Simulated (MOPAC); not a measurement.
Input file for MOPAC: PM7 on C6H6 (SMILES C=C1C=CC=C1), 2S+1 = 3, a spin state set in the input, which need not be the lowest.

```
PM7 1SCF PRECISE CHARGE=0 UHF MS=1 THREADS=1
C6H6

C      2.12989988 1    -0.05283189 1     0.37948136 1
C      0.76324953 1    -0.01893231 1     0.13598713 1
C     -0.12338091 1    -1.13007429 1     0.00260914 1
C     -1.47330171 1    -0.64280659 1    -0.24775259 1
C     -1.43556665 1     0.71496069 1    -0.27051652 1
C     -0.06044015 1     1.13463395 1    -0.03536029 1
H      2.70466766 1     0.85846072 1     0.46180029 1
H      2.65325736 1    -0.99136336 1     0.49281390 1
H      0.16435135 1    -2.16876377 1     0.07626118 1
H     -2.34162491 1    -1.26736816 1    -0.38843862 1
H     -2.26800176 1     1.38170936 1    -0.43285228 1
H      0.28459040 1     2.15762783 1     0.00372616 1
```

The log:

```
*******************************************************************************
 **                                                                           **
 **                              MOPAC v23.2.5                                **
 **                                                                           **
 *******************************************************************************
 ** MOPAC's Digital Object Identifier: https://doi.org/10.5281/zenodo.6511958 **
 **                                                                           **
 ** Please cite the open-source release paper for use of this MOPAC version:  **
 ** J. E. Moussa and J. J. P. Stewart (2026)                                  **
 ** MOPAC: An open-source semiempirical molecular orbital program             **
 ** J. Open Source Softw., 11(119), 8025, https://doi.org/10.21105/joss.08025 **
 *******************************************************************************

                              PM7 CALCULATION RESULTS

 *******************************************************************************
 *  PM7        - The PM7 Hamiltonian to be used
 *  UHF        - UNRESTRICTED HARTREE-FOCK CALCULATION
 *
 *
 *
 *                 CHARGE ON SYSTEM = 0
 *
 *
 *
 *  MS=        - IN MECI, MAGNETIC COMPONENT OF SPIN =  1.0
 *  PRECISE    - TIGHTER CRITERIA TO BE USED
 *  1SCF       - DO 1 SCF AND THEN STOP
 *  THREADS=1  - MULTI-THREADING NOT USED
 *  T=         - A TIME OF 172800.0 SECONDS REQUESTED
 *  DUMP=N     - RESTART FILE WRITTEN EVERY 7200.0 SECONDS REQUESTED
 *******************************************************************************
PM7 1SCF PRECISE CHARGE=0 UHF MS=1 THREADS=1
 C6H6

   ATOM   CHEMICAL          X               Y               Z
  NUMBER   SYMBOL      (ANGSTROMS)     (ANGSTROMS)     (ANGSTROMS)

     1       C          2.12989988  *  -0.05283189  *   0.37948136  *
     2       C          0.76324953  *  -0.01893231  *   0.13598713  *
     3       C         -0.12338091  *  -1.13007429  *   0.00260914  *
     4       C         -1.47330171  *  -0.64280659  *  -0.24775259  *
     5       C         -1.43556665  *   0.71496069  *  -0.27051652  *
     6       C         -0.06044015  *   1.13463395  *  -0.03536029  *
     7       H          2.70466766  *   0.85846072  *   0.46180029  *
     8       H          2.65325736  *  -0.99136336  *   0.49281390  *
     9       H          0.16435135  *  -2.16876377  *   0.07626118  *
    10       H         -2.34162491  *  -1.26736816  *  -0.38843862  *
    11       H         -2.26800176  *   1.38170936  *  -0.43285228  *
    12       H          0.28459040  *   2.15762783  *   0.00372616  *



          CARTESIAN COORDINATES

    NO.       ATOM           X           Y           Z

     1         C          2.1299     -0.0528      0.3795
     2         C          0.7632     -0.0189      0.1360
     3         C         -0.1234     -1.1301      0.0026
     4         C         -1.4733     -0.6428     -0.2478
     5         C         -1.4356      0.7150     -0.2705
     6         C         -0.0604      1.1346     -0.0354
     7         H          2.7047      0.8585      0.4618
     8         H          2.6533     -0.9914      0.4928
     9         H          0.1644     -2.1688      0.0763
    10         H         -2.3416     -1.2674     -0.3884
    11         H         -2.2680      1.3817     -0.4329
    12         H          0.2846      2.1576      0.0037

 General Reference for PM7:
 "Optimization of Parameters for Semiempirical Methods VI: More Modifications to the
 NDDO Approximations and Re-optimization of Parameters", J. J. P. Stewart, J. Mol. Mod., 1:32, 19 (2013)
 https://link.springer.com/article/10.1007/s00894-012-1667-x

           Empirical Formula: C6 H6  =    12 atoms



      MOLECULAR POINT GROUP   :   C2v


          UHF CALCULATION, NO. OF ALPHA ELECTRONS =   16
                           NO. OF BETA  ELECTRONS =   14

 -------------------------------------------------------------------------------
 PM7 1SCF PRECISE CHARGE=0 UHF MS=1 THREADS=1
 C6H6



     1SCF WAS SPECIFIED, SO BFGS WAS NOT USED
     SCF FIELD WAS ACHIEVED


                              PM7 CALCULATION
                                                       MOPAC v23.2.5 Linux




          FINAL HEAT OF FORMATION =         74.47695 KCAL/MOL =     311.61155 KJ/MOL


          COSMO AREA              =        124.12 SQUARE ANGSTROMS
          COSMO VOLUME            =        112.95 CUBIC ANGSTROMS

          IONIZATION POTENTIAL    =          8.294442 EV
          ALPHA SOMO LUMO (EV)    =         -8.294  0.875
          BETA  SOMO LUMO (EV)    =         -9.996 -1.418
          NO. OF ALPHA ELECTRONS  =         16
          NO. OF BETA  ELECTRONS  =         14
          MOLECULAR WEIGHT        =         78.1134         POINT GROUP:  C2v

          MOLECULAR DIMENSIONS (Angstroms)

            Atom       Atom       Distance
            H    11    H     8     5.54140
            H    12    H    10     4.23255
            C     1    C     3     0.00000


          SCF CALCULATIONS        =          1





   ATOM   CHEMICAL          X               Y               Z
  NUMBER   SYMBOL      (ANGSTROMS)     (ANGSTROMS)     (ANGSTROMS)

     1       C          2.12989988  *  -0.05283189  *   0.37948136  *
     2       C          0.76324953  *  -0.01893231  *   0.13598713  *
     3       C         -0.12338091  *  -1.13007429  *   0.00260914  *
     4       C         -1.47330171  *  -0.64280659  *  -0.24775259  *
     5       C         -1.43556665  *   0.71496069  *  -0.27051652  *
     6       C         -0.06044015  *   1.13463395  *  -0.03536029  *
     7       H          2.70466766  *   0.85846072  *   0.46180029  *
     8       H          2.65325736  *  -0.99136336  *   0.49281390  *
     9       H          0.16435135  *  -2.16876377  *   0.07626118  *
    10       H         -2.34162491  *  -1.26736816  *  -0.38843862  *
    11       H         -2.26800176  *   1.38170936  *  -0.43285228  *
    12       H          0.28459040  *   2.15762783  *   0.00372616  *

                             CARTESIAN COORDINATES

   1    C        2.129899880    -0.052831890     0.379481360
   2    C        0.763249530    -0.018932310     0.135987130
   3    C       -0.123380910    -1.130074290     0.002609140
   4    C       -1.473301710    -0.642806590    -0.247752590
   5    C       -1.435566650     0.714960690    -0.270516520
   6    C       -0.060440150     1.134633950    -0.035360290
   7    H        2.704667660     0.858460720     0.461800290
   8    H        2.653257360    -0.991363360     0.492813900
   9    H        0.164351350    -2.168763770     0.076261180
  10    H       -2.341624910    -1.267368160    -0.388438620
  11    H       -2.268001760     1.381709360    -0.432852280
  12    H        0.284590400     2.157627830     0.003726160


           Empirical Formula: C6 H6  =    12 atoms



      MOLECULAR POINT GROUP   :   C2v


          ALPHA EIGENVALUES
 -30.99634 -26.20573 -24.02117 -22.26688 -18.99043 -18.35281 -16.98673 -14.74033
 -13.95047 -13.61834 -13.37156 -13.14072 -12.34514 -10.80689  -9.83286  -8.29444
   0.87514   1.34520   3.81010   4.06229   4.43001   5.18947   5.37702   5.51076
   5.74640   6.00751   6.01722   6.06050   6.20930   6.33126


           BETA EIGENVALUES
 -30.82752 -26.06841 -23.70131 -22.04554 -18.87349 -18.16319 -16.86696 -14.57067
 -13.54587 -13.22081 -12.93757 -12.71332 -12.19370  -9.99600  -1.41755   0.01656
   1.97259   2.43962   4.01895   4.18809   4.58627   5.34346   5.48477   5.62379
   5.84500   6.06689   6.09090   6.18460   6.34098   6.54382


              NET ATOMIC CHARGES AND DIPOLE CONTRIBUTIONS

  ATOM NO.   TYPE          CHARGE      No. of ELECS.   s-Pop       p-Pop
    1          C          -0.307147        4.3071     1.10617     3.20098
    2          C          -0.066628        4.0666     1.05762     3.00901
    3          C          -0.099217        4.0992     1.11870     2.98052
    4          C          -0.170454        4.1705     1.09350     3.07696
    5          C          -0.170454        4.1705     1.09350     3.07696
    6          C          -0.099217        4.0992     1.11870     2.98052
    7          H           0.147580        0.8524     0.85242
    8          H           0.147580        0.8524     0.85242
    9          H           0.151082        0.8489     0.84892
   10          H           0.157897        0.8421     0.84210
   11          H           0.157897        0.8421     0.84210
   12          H           0.151082        0.8489     0.84892
 DIPOLE           X         Y         Z       TOTAL
 POINT-CHG.    -0.290     0.007    -0.052     0.294
 HYBRID        -0.035     0.001    -0.006     0.035
 SUM           -0.324     0.008    -0.058     0.329


          ATOMIC ORBITAL ELECTRON POPULATIONS

     Atom    s        px        py        pz
    1  C   1.10617   1.02113   1.13873   1.04111
    2  C   1.05762   0.98038   0.98452   1.04412
    3  C   1.11870   0.98082   1.05691   0.94279
    4  C   1.09350   1.03665   1.02523   1.01507
    5  C   1.09350   1.03241   1.02902   1.01552
    6  C   1.11870   0.98298   1.05498   0.94256
    7  H   0.85242
    8  H   0.85242
    9  H   0.84892
   10  H   0.84210
   11  H   0.84210
   12  H   0.84892


                    (SZ)    =    1.000000
                    (S**2)  =    2.109848


          ATOMIC ORBITAL SPIN POPULATIONS

    Atom   Total    s     px     py     pz
         Atomic
    1  C  0.8024  0.021  0.050  0.026  0.706
    2  C -0.4058 -0.021 -0.040 -0.036 -0.308
    3  C  0.7705  0.020  0.045  0.027  0.677
    4  C  0.0800 -0.002 -0.008 -0.003  0.093
    5  C  0.0800 -0.002 -0.009 -0.002  0.093
    6  C  0.7705  0.020  0.045  0.028  0.677
    7  H -0.0239 -0.024
    8  H -0.0239 -0.024
    9  H -0.0221 -0.022
   10  H -0.0028 -0.003
   11  H -0.0028 -0.003
   12  H -0.0221 -0.022

 **********************
 *                    *
 * JOB ENDED NORMALLY *
 *                    *
 **********************




 == MOPAC DONE ==
```

The run finished. Its determinant has ⟨S²⟩ = 2.11, a mixture of spin states.

Cost: about 0.020 core-seconds (a rough figure).
